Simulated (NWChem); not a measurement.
selenium hexafluoride (SeF6); SMILES F[Se](F)(F)(F)(F)F

This build's default masses of Se (78.918 u) and Br (79.917 u) are each other's, which moves their modes by up to 0.6 %.

**Question.** Give the equilibrium geometry at PBE0/def2-SVP (NWChem) as an XYZ file, with the point group.

**Answer.** point group Oh; any orientation.
```
7

F     -0.9672    -0.9857     0.9979
Se     0.0000     0.0000     0.0000
F      0.2337     1.0819     1.2952
F     -1.3830     0.8721    -0.4790
F     -0.2337    -1.0819    -1.2952
F      1.3830    -0.8721     0.4790
F      0.9672     0.9857    -0.9979
```
